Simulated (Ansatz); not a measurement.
# A relaxation, step by step

SiH4SeF2, singlet, PBE0-D4/def2-TZVP (Ansatz 0.2.0). Settings:

```yaml
hamiltonian: {xc: pbe0, dispersion: d4}
relax: {f_tol: 0.005, max_steps: 200}
```

Start, a step off a saddle point along its unstable mode:

```xyz
8
angstrom
Si -0.2430 -0.4337 -0.4341
H -0.6105 -0.1567 1.3435
F -0.7793 0.5036 -1.5518
F -1.6490 -1.2428 -0.1793
H 0.5502 -1.6701 -0.5353
H -0.0175 0.0511 1.2069
Se 1.7157 0.8095 0.0880
H 1.0334 2.1392 0.0621
```

```
               step  energy less the last (meV)  largest force component (eV/Å)
                  1                      2384.3                           6.481
                  3                      1322.2                           0.900
                  5                       528.3                           0.660
                  7                       106.7                           0.378
                  9                        11.0                           0.056
                 11                         7.8                           0.022
                 13                         4.1                           0.023
                 15                         3.7                           0.017
                 17                         3.1                           0.012
                 19                         2.3                           0.083
                 21                         1.4                           0.085
23 (rejected trial)                        24.7                           1.059
25 (rejected trial)                         4.1                           0.450
                 27                         0.1                           0.049
                 29                         0.0                           0.009
                 31                         0.0                           0.001
```

Step 7, positions (Å) and forces (eV/Å):

```tsv
atom	x	y	z	Fx	Fy	Fz
Si1	-0.025	-0.486	-0.948	0.152	-0.360	-0.022
H2	-0.892	-0.144	2.250	-0.129	-0.027	0.136
F3	-0.637	0.258	-2.205	0.113	-0.033	-0.097
F4	-1.291	-0.786	-0.042	0.099	0.046	-0.017
H5	0.603	-1.802	-1.283	-0.222	0.378	-0.046
H6	-0.245	0.219	2.223	0.086	0.058	0.131
Se7	1.620	0.740	-0.010	-0.018	-0.020	-0.059
H8	0.867	2.000	0.014	-0.081	-0.042	-0.025
```

Step 17, positions (Å) and forces (eV/Å):

```
atom       x       y       z      Fx      Fy      Fz
 Si1   0.042  -0.488  -1.159   0.004  -0.012  -0.004
  H2  -0.966  -0.023   2.929   0.002   0.002   0.009
  F3  -0.457   0.184  -2.505   0.003   0.005  -0.002
  F4  -1.251  -0.627  -0.254  -0.001   0.004   0.000
  H5   0.587  -1.824  -1.447   0.000  -0.005  -0.003
  H6  -0.285   0.111   2.655  -0.001  -0.001  -0.003
 Se7   1.622   0.759  -0.157  -0.009   0.003   0.000
  H8   0.709   1.908  -0.062   0.002   0.003   0.002
```

Step 21, positions (Å) and forces (eV/Å):

```json
{"atom": "Si1", "x": "0.043", "y": "-0.489", "z": "-1.171", "Fx": "0.001", "Fy": "-0.004", "Fz": "-0.008"}
{"atom": "H2", "x": "-0.903", "y": "0.007", "z": "3.056", "Fx": "-0.084", "Fy": "-0.010", "Fz": "0.077"}
{"atom": "F3", "x": "-0.423", "y": "0.184", "z": "-2.528", "Fx": "0.000", "Fy": "0.001", "Fz": "-0.001"}
{"atom": "F4", "x": "-1.270", "y": "-0.623", "z": "-0.294", "Fx": "-0.001", "Fy": "0.001", "Fz": "-0.001"}
{"atom": "H5", "x": "0.588", "y": "-1.828", "z": "-1.447", "Fx": "0.000", "Fy": "0.001", "Fz": "0.002"}
{"atom": "H6", "x": "-0.330", "y": "0.083", "z": "2.588", "Fx": "0.085", "Fy": "0.011", "Fz": "-0.072"}
{"atom": "Se7", "x": "1.601", "y": "0.755", "z": "-0.134", "Fx": "0.002", "Fy": "-0.002", "Fz": "0.004"}
{"atom": "H8", "x": "0.695", "y": "1.911", "z": "-0.070", "Fx": "-0.003", "Fy": "0.002", "Fz": "0.000"}
```

Last step (31):

Si1  (0.046, -0.495, -1.214)
H2  (-0.799, 0.065, 3.232)
F3  (-0.370, 0.191, -2.580)
F4  (-1.298, -0.631, -0.384)
H5  (0.597, -1.833, -1.481)
H6  (-0.402, 0.076, 2.599)
Se7  (1.567, 0.736, -0.107)
H8  (0.659, 1.892, -0.065)
(Å)

The run took about 53 s on 4 CPU threads of an Intel Xeon Platinum 8488C (shared host).
